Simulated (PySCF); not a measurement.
Bonding in `CCCC1=CC=C(Cl)[SiH2]1`

Species: C₇H₁₁ClSi.
Atom-mapped SMILES: `[CH3:1][CH2:2][CH2:3][C:4]1=[CH:5][CH:6]=[C:7]([Cl:8])[SiH2:9]1` (hydrogens: H10, H11, H12 on C1; H13, H14 on C2; H15, H16 on C3; H17 on C5; H18 on C6; H19, H20 on Si9)

Cartesian coordinates in Å at the GFN2-xTB level; atoms count from 1:
```xyz
20
C7H11ClSi angstrom
C      0.0940   -2.4753    0.8668
C     -1.0517   -1.7971    0.1288
C     -1.2986   -0.3527    0.5935
C     -0.3446    0.6299   -0.0072
C     -0.6959    1.4729   -0.9945
C      0.3058    2.4018   -1.4844
C      1.4891    2.3320   -0.8623
Cl     2.8277    3.3286   -1.2709
Si     1.4577    0.9713    0.4621
H      1.0253   -1.9387    0.7130
H     -0.1100   -2.5104    1.9348
H      0.2208   -3.4952    0.5103
H     -0.8503   -1.7962   -0.9443
H     -1.9647   -2.3735    0.2943
H     -2.3167   -0.0674    0.3129
H     -1.2278   -0.3188    1.6833
H     -1.6863    1.4949   -1.4292
H      0.0709    3.0870   -2.2849
H      2.4260   -0.0729    0.1315
H      1.6242    1.4906    1.8173
```

Bond orders from the PBE0/pcSseg-1 density (PySCF). Isolated species at its GFN2-xTB geometry (one conformer only). GFN2-xTB frequencies show an imaginary mode (41i cm⁻¹), so this geometry is no minimum at that level.

**Question.** Where do the orders between heavy atoms depart from those drawn in the SMILES?

**Answer.** The largest departure is 0.249, at C6–C7 (drawn double, 1.751). Drawn single, order below 0.88: C7–Si9 (0.785) and Si9–C4 (0.862).

**Question.** Set the Mayer orders of the bonds beside their lengths.

**Answer.** 
```
   bond  drawn as  length (Å)  Mayer order
  C1–C2    single       1.522        1.052
  C2–C3    single       1.537        1.018
  C3–C4    single       1.495        1.027
  C4–C5    double       1.345        1.802
  C5–C6    single       1.451        1.104
  C6–C7    double       1.339        1.751
 C7–Cl8    single       1.718        1.012
 C7–Si9    single       1.899        0.785
 Si9–C4    single       1.893        0.862
 C1–H10    single       1.086        0.957
 C1–H11    single       1.088        0.966
 C1–H12    single       1.088        0.969
 C2–H13    single       1.092        0.953
 C2–H14    single       1.092        0.956
 C3–H15    single       1.094        0.954
 C3–H16    single       1.093        0.941
 C5–H17    single       1.082        0.972
 C6–H18    single       1.080        0.969
Si9–H19    single       1.462        0.938
Si9–H20    single       1.461        0.945
```

Bonds between the same two heavy elements. C–C: lowest C2–C3 (1.018, 1.537 Å), highest C4–C5 (1.802, 1.345 Å); in 2 of the 15 pairs the longer bond (by over 0.003 Å) has the higher order (by 0.02 or more). C–Si: lowest C7–Si9 (0.785, 1.899 Å), highest Si9–C4 (0.862, 1.893 Å).

**Question.** Sum the orders of all bonds at each heavy atom with more than one neighbour and set the sums beside the valence in the SMILES.

**Answer.** C1 3.944 (drawn 4), C2 3.979 (drawn 4), C3 3.940 (drawn 4), C4 3.691 (drawn 4), C5 3.878 (drawn 4), C6 3.824 (drawn 4), C7 3.548 (drawn 4), Si9 3.530 (drawn 4). Orders between atoms that aren't bonded are not in these sums.

For a closed shell the Mayer order of atoms A and B is Σ (PS)μν (PS)νμ over the basis functions μ on A and ν on B, with P the density and S the overlap matrix.

The run behind these numbers computed NMR shieldings as well. Hardware: one thread of an Arm Neoverse V2, no GPU (shared host). Cost: 47 s, 1.0 GiB resident at most.
